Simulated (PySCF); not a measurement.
Computed IR spectrum (relative IR intensity) of a molecule C3H6N2Si. Coordinates come from a PBE-D3(BJ)/def2-SVP optimisation. Other conformers were not sampled. All values below come from PBE-D3(BJ)/def2-SVP run with PySCF. Frequencies are harmonic and unscaled.

ν (cm⁻¹): 389 (w), 471 (w), 578 (m), 677 (w), 682 (w), 709 (w), 839 (m), 893 (vs), 947 (vw), 1045 (s), 1192 (w), 1298 (vw), 1329 (w), 1377 (w), 1389 (w), 1533 (s), 1616 (s), 2173 (m), 2182 (s), 2960 (vw), 3038 (m), 3081 (w) (against the strongest line: vs over 80 %, s over 45 %, m over 15 %, w over 4 %, vw less)

Which molecule gave these data?
A) C=C=C1N[SiH2]N1
B) C#C/C=N\[SiH2]N
C) N#C/N=C\C[SiH3]
D) CC1=NC=N[SiH2]1

D, CC1=NC=N[SiH2]1
